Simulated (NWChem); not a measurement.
## Lowest excitation of H6B2

SMILES: B.B
```xyz
8

B      0.0000     0.0000    -0.8885
B      0.0000     0.0000     0.8885
H      0.0000     0.9883     0.0000
H      1.0494     0.0000    -1.4735
H     -1.0494     0.0000    -1.4735
H      0.0000    -0.9883     0.0000
H      1.0494     0.0000     1.4735
H     -1.0494     0.0000     1.4735
```
Charge 0, spin multiplicity 1.

All runs are NWChem calculations. All single points use one geometry, from B3LYP/def2-SVP, a minimum by its harmonic frequencies.

Basis set: def2-SVPD.

The correlated methods keep 2 core orbitals frozen. B3LYP has NWChem's definition, with VWN1-RPA local correlation. The structure started from a generated list of species. No row is a measurement; the coupled-cluster row has its own basis-set and correlation limits.

Problem. For the lowest vertical singlet excitation energy, CIS gives 8.15 eV and TDA-BHandHLYP gives 7.12 eV. What do TD-PBE, TD-B3LYP, EOM-CCSD give?

Solution. TD-PBE: 5.90 eV; TD-B3LYP: 6.46 eV; EOM-CCSD: 7.19 eV.
